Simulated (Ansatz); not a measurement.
Coupled-cluster run, CH₇ClGeO₂Si, SMILES `C[O][GeH]([Cl])[O][SiH3]`.

```yaml
crystal:
  periodic: [false, false, false]
  atoms:
    - {symbol: C, position_ang: [-0.390182, 0.432922, -2.064627]}
    - {symbol: O, position_ang: [0.884432, 0.794602, -1.567790]}
    - {symbol: Ge, position_ang: [1.458701, 0.145462, -0.048587]}
    - {symbol: Cl, position_ang: [1.500470, -2.001222, -0.173110]}
    - {symbol: O, position_ang: [0.331864, 0.547849, 1.231113]}
    - {symbol: Si, position_ang: [-0.839491, -0.251370, 2.064092]}
    - {symbol: H, position_ang: [-0.473147, -0.648584, -2.215257]}
    - {symbol: H, position_ang: [-1.192222, 0.759802, -1.394567]}
    - {symbol: H, position_ang: [-0.517841, 0.929262, -3.027762]}
    - {symbol: H, position_ang: [2.836959, 0.721425, 0.232821]}
    - {symbol: H, position_ang: [-1.541126, 0.755533, 2.896820]}
    - {symbol: H, position_ang: [-0.250534, -1.299487, 2.935918]}
    - {symbol: H, position_ang: [-1.807882, -0.886194, 1.130934]}
basis:
  gaussian: {orbitals: def2-TZVPP}
correlation: {method: ccsd_t}
```

```sh
$ ansatz run in.yaml --threads 2 --pin off --events-out ev --progress --plain --max-ram 32768MiB --backend cuda --devices 0, --max-vram 18GiB
```

Log, shortened:

```
Functional definition: HF
1939 factors; integrals over basis functions are off by at most 1.0e-3 eV
mean field evaluation 1: about -82056.4977 eV, gradient 4.9e1 eV
mean field evaluation 2: about -82056.8401 eV, gradient 4.9e1 eV
mean field evaluation 4: about -82061.7265 eV, gradient 4.6e0 eV
mean field evaluation 8: about -82061.8048 eV, gradient 2.7e-1 eV
mean field -82061.80515280 eV, -3015.7157158762 hartree, gradient 2.9e-6 eV, S^2 0.000000; 0 other end points of the search recorded, 0 dependent functions left out
22 core orbitals not correlated: weight in the atoms' cores, before any rotation towards them, 1.000 or more for the frozen orbitals, at most 0.000 for the correlated occupied ones
reference -82061.80515280 eV, -3015.7157158762 hartree; 24, 24 occupied and 277, 277 virtual orbitals, 1939 factors
second order -32.93276536 eV of doubles, -0.00000000 eV of singles
cycle   1  -33.19441768 eV  change   -2.6e-1 eV  update   1.3e-1
cycle   2  -34.08083347 eV  change   -8.9e-1 eV  update   3.8e-2
cycle   3  -34.26900442 eV  change   -1.9e-1 eV  update   1.9e-2
cycle   4  -34.24867680 eV  change    2.0e-2 eV  update   4.1e-3
cycle   5  -34.24636549 eV  change    2.3e-3 eV  update   2.0e-3
cycle   6  -34.24761101 eV  change   -1.2e-3 eV  update   5.9e-4
cycle   7  -34.24732844 eV  change    2.8e-4 eV  update   2.6e-4
cycle   8  -34.24724492 eV  change    8.4e-5 eV  update   7.4e-5
cycle   9  -34.24727996 eV  change   -3.5e-5 eV  update   2.8e-5
perturbative correction -1.29922886 eV, -0.0477457798 hartree
Total energy: -82097.35166162 eV, -3017.0220259808 hartree
```

Run time 11 s (2 threads of an AMD EPYC 7R13 on a shared host and a share of an NVIDIA H100 80 GB); peak host memory 1.4 GiB.

The correlation energy is -35.547 eV, 3.7 % of it from (T); the T1 diagnostic reads 0.0116.
